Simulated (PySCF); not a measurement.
## Tc: excitation energy

Tc [Kr] 4d5 5s2 (6S) → Tc [Kr] 4d6 5s1 (6D), as a difference of total energies. Calculation: PySCF 2.14, in aug-cc-pwCVDZ-PP with ECP28MDF (6s6p5d3f, 70 functions); a scalar-relativistic core potential. Correlated levels: valence: 4s2 4p6 frozen. The calculations carry no spin-orbit coupling.

| method | excitation energy (eV) |
| --- | --- |
| UHF | 0.784 |
| MP2 (valence) | 0.549 |
| SCS-MP2 (valence) | 0.515 |
| CCSD (valence) | 0.696 |
| CCSD(T) (valence) | 0.692 |

Task: How much does correlation contribute at CCSD(T) (valence)?

Result: 0.692 − (0.784) = -0.092 eV, measured against UHF.

Errors of the correlated levels include the incompleteness of this basis and the frozen core.

For comparison: 0.406 eV (measured; NIST levels, between the centres of gravity of the two terms).
